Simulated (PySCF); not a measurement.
Circular dichroism: SMILES [SiH3]P[Si@@H]1CCO1, C2H9OPSi2

Molfile (atoms numbered from 1):
```
C2H9OPSi2
     RDKit          3D

 15 15  0  0  0  0  0  0  0  0999 V2000
   -2.4528   -0.2476    0.4408 Si  0  0  0  0  0  4  0  0  0  0  0  0
   -1.6542    1.1450   -1.1177 P   0  0  0  0  0  0  0  0  0  0  0  0
    0.5115    0.6587   -1.1348 Si  0  0  2  0  0  4  0  0  0  0  0  0
    1.3820   -0.8044   -0.2531 C   0  0  0  0  0  0  0  0  0  0  0  0
    1.9810    0.3055    0.6055 C   0  0  0  0  0  0  0  0  0  0  0  0
    1.2798    1.4426    0.1047 O   0  0  0  0  0  0  0  0  0  0  0  0
   -3.9081   -0.0927    0.4361 H   0  0  0  0  0  0  0  0  0  0  0  0
   -2.1237   -1.6565    0.1871 H   0  0  0  0  0  0  0  0  0  0  0  0
   -1.8944    0.1465    1.7343 H   0  0  0  0  0  0  0  0  0  0  0  0
   -1.9429    0.3480   -2.2063 H   0  0  0  0  0  0  0  0  0  0  0  0
    1.1017    0.9619   -2.4443 H   0  0  0  0  0  0  0  0  0  0  0  0
    2.1159   -1.3708   -0.8154 H   0  0  0  0  0  0  0  0  0  0  0  0
    0.7602   -1.4906    0.3138 H   0  0  0  0  0  0  0  0  0  0  0  0
    1.7898    0.2125    1.6752 H   0  0  0  0  0  0  0  0  0  0  0  0
    3.0498    0.4497    0.4411 H   0  0  0  0  0  0  0  0  0  0  0  0
  1  2  1  0
  2  3  1  0
  3  4  1  0
  4  5  1  0
  5  6  1  0
  6  3  1  0
  1  7  1  0
  1  8  1  0
  1  9  1  0
  2 10  1  0
  3 11  1  6
  4 12  1  0
  4 13  1  0
  5 14  1  0
  5 15  1  0
M  END
```

Computed with TDDFT BHandHLYP/def2-SVPD circular dichroism and optical rotation, one conformer, gas phase in PySCF 2.14.0. Geometry: GFN2-xTB.

The molecule is flexible and this is one conformer; a measurement averages over conformers.

Assign R or S to each stereocentre.

Si3 R.

Which excitations and rotatory strengths does the calculation give?

Rotatory strengths R in 10⁻⁴⁰ esu² cm², velocity form and length form (origin at the centre of mass); f in length form.
```
state  E (eV)  λ (nm)      f  R (velocity)  R (length)                                    main
    1    6.20     200  0.055         +21.3       +21.4                        HOMO→LUMO+1 0.76
    2    6.25     198  0.085        -130.5      -129.5                          HOMO→LUMO 0.86
    3    6.67     186  0.046         +11.6       +10.4                        HOMO→LUMO+2 0.83
    4    6.77     183  0.008         -41.4       -41.0    HOMO−1→LUMO 0.66, HOMO−1→LUMO+1 0.24
    5    6.94     179  0.020          +2.2        +1.8      HOMO→LUMO+3 0.61, HOMO→LUMO+4 0.09
    6    7.19     172  0.103         +33.0       +32.1      HOMO→LUMO+4 0.60, HOMO→LUMO+3 0.12
    7    7.39     168  0.134        -151.4      -145.4    HOMO−1→LUMO+1 0.50, HOMO−1→LUMO 0.13
    8    7.58     164  0.049        +121.9      +117.2    HOMO−2→LUMO 0.53, HOMO−2→LUMO+1 0.27
    9    7.86     158  0.004         -11.2       -10.0    HOMO→LUMO+6 0.48, HOMO−1→LUMO+2 0.25
   10    7.89     157  0.003         -13.3       -12.3  HOMO−1→LUMO+2 0.24, HOMO−1→LUMO+4 0.17
   11    7.92     156  0.062         -16.3       -17.5    HOMO−1→LUMO+2 0.18, HOMO→LUMO+5 0.18
   12    8.01     155  0.068         -33.9       -33.9  HOMO−1→LUMO+4 0.34, HOMO−1→LUMO+2 0.17
```

Among the states computed, the strongest CD band (largest |R|) is state 7. The largest dissymmetry factor in size, g = 4R/(D+G), with D and G the electric and magnetic dipole strengths, is -0.045 for state 4 (velocity form, f = 0.010), among bands with |R| over 0.5. The mirror image has the same energies and oscillator strengths and all R with the opposite sign.
